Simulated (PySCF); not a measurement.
# Excitation energy of Sc by level of theory

Sc [Ar] 3d1 4s2 (2D) → Sc [Ar] 3d2 4s1, s spin flipped, as a difference of total energies. All numbers are calculated (PySCF 2.14, scalar relativity by spin-free X2C-1e, in x2c-QZVPPall (11s7p5d3f2g, 96 functions)). Correlated levels: valence and next inner shell: [Ne] frozen. The calculations carry no spin-orbit coupling.

```csv
method,excitation energy (eV)
UHF,1.677
MP2 (valence and next inner shell),1.885
SCS-MP2 (valence and next inner shell),2.003
```

Problem. How much does correlation contribute at MP2 (valence and next inner shell)?

Solution. 1.885 − (1.677) = 0.208 eV, measured against UHF.

The upper determinant mixes two multiplicities, so it lies between the two terms.
